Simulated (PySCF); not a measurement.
Vibration and rotation of ZnBr

UHF-MP2 constants of ZnBr, ²Σ⁺ (doublet), unpaired electrons σ ↑ (PySCF, no relativity, basis sets Zn def2-TZVPP, Br def2-TZVPP; masses 63.9291 and 78.9183 u):

| Property | Result |
| --- | --- |
| ωe | 289.5 cm⁻¹ |
| ωexe | 0.814 cm⁻¹ |
| Be | 0.091825 cm⁻¹ |
| αe | 0.000371 cm⁻¹ |
| D (centrifugal) | 3.7e-08 cm⁻¹ |
| De to Zn + Br | 2.01 eV |

Problem. Give the vibrational terms G(v) and spacings up to v = 6.

Solution. G(v) = ωe(v+½) − ωexe(v+½)².

```json
{"v": "0", "G(v) (cm⁻¹)": "144.5", "G(v) − G(v−1)": "", "Bv (cm⁻¹)": "0.09164"}
{"v": "1", "G(v) (cm⁻¹)": "432.4", "G(v) − G(v−1)": "287.9", "Bv (cm⁻¹)": "0.09127"}
{"v": "2", "G(v) (cm⁻¹)": "718.7", "G(v) − G(v−1)": "286.2", "Bv (cm⁻¹)": "0.09090"}
{"v": "3", "G(v) (cm⁻¹)": "1003.3", "G(v) − G(v−1)": "284.6", "Bv (cm⁻¹)": "0.09053"}
{"v": "4", "G(v) (cm⁻¹)": "1286.3", "G(v) − G(v−1)": "283.0", "Bv (cm⁻¹)": "0.09016"}
{"v": "5", "G(v) (cm⁻¹)": "1567.6", "G(v) − G(v−1)": "281.4", "Bv (cm⁻¹)": "0.08978"}
{"v": "6", "G(v) (cm⁻¹)": "1847.4", "G(v) − G(v−1)": "279.7", "Bv (cm⁻¹)": "0.08941"}
```

Problem. How well does the Morse estimate ωe²/(4ωexe) reproduce De, and what is D0?

Solution. It gives 3.19 eV, 159 % of the computed De. D0 = De − G(0) = 2.01 − 0.02 = 1.99 eV.

Correlated steps freeze 14 core orbitals. Spin–orbit coupling is left out. The state was picked by a PBE0 search and need not be the measured ground state.
